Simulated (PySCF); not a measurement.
Compound: C7H13NSSi.
Structure used (GFN2-xTB), in Å, numbered top down from 1:
```xyz
23
C7H13NSSi angstrom
C     -0.121    2.989   -0.401
C     -0.115    2.104    0.405
C     -0.127    0.996    1.337
C     -0.496   -0.328    0.644
C      0.507   -0.652   -0.498
C      1.898   -0.787    0.018
C      2.882    0.254   -0.387
S      2.309   -2.013    1.007
N     -1.845   -0.273    0.165
Si    -2.869   -1.644   -0.010
H     -0.120    3.785   -1.084
H      0.854    0.901    1.809
H     -0.868    1.197    2.115
H     -0.433   -1.135    1.381
H      0.183   -1.598   -0.936
H      0.446    0.134   -1.254
H      2.473    1.251   -0.219
H      3.083    0.163   -1.455
H      3.817    0.138    0.156
H     -1.993    0.530   -0.429
H     -4.148   -1.065   -0.410
H     -2.421   -2.623   -1.013
H     -2.898   -2.295    1.299
```

Computed at PBE0/pcSseg-1 (PySCF, non-relativistic), with Q(33S) = −0.0678 b, Q(14N) = 0.02044 b: S8, 33S (I = 3/2): χzz = 45.36 MHz, η = 0.182; N9, 14N (I = 1): χzz = -4.934 MHz, η = 0.351.

Q: Find the zero-field quadrupole resonance frequencies of 33S at S8.

A: From ν = (|χ|/2)√(1 + η²/3): ν = 22.80 MHz (thiocarbonyl sulfur).

Q: Find the zero-field quadrupole resonance frequencies of 14N at N9.

A: From ν± = (3/4)|χ|(1 ± η/3) and ν0 = |χ|η/2: ν+ 4.134 MHz, ν− 3.268 MHz, ν0 0.866 MHz (silicon-bound nitrogen).

In a crystal, neighbours and librations shift these lines. The structure is a single GFN2-xTB conformer in the gas phase; no vibrational or solvent corrections. GFN2-xTB bond lengths can be off by several hundredths of an ångström, more for odd bonds, and the gradients follow them. The small basis limits the accuracy of the gradients.

The run behind these numbers computed NMR shieldings as well. The run took 3.0 min (grids of density and orbitals included) on one thread of an Arm Neoverse N1 (shared host), and the process peaked at 1.2 GiB of memory.
